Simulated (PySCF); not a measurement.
# How methods differ on the ionisation energy of Ca⁺

Ca⁺ [Ar] 4s1 (2S) → Ca²⁺ [Ar] (1S), as a difference of total energies. Computed with PySCF 2.14 in cc-pVDZ-X2C (5s4p2d, 27 functions), with the spin-free X2C one-electron Hamiltonian (Gaussian nucleus). The calculations carry no spin-orbit coupling.

| method | ionisation energy (eV) |
| --- | --- |
| UHF | 11.348 |
| MN15 | 11.588 |
| B3LYP | 12.095 |

For comparison: 11.872 eV (measured; NIST Atomic Spectra Database, ionization energies).
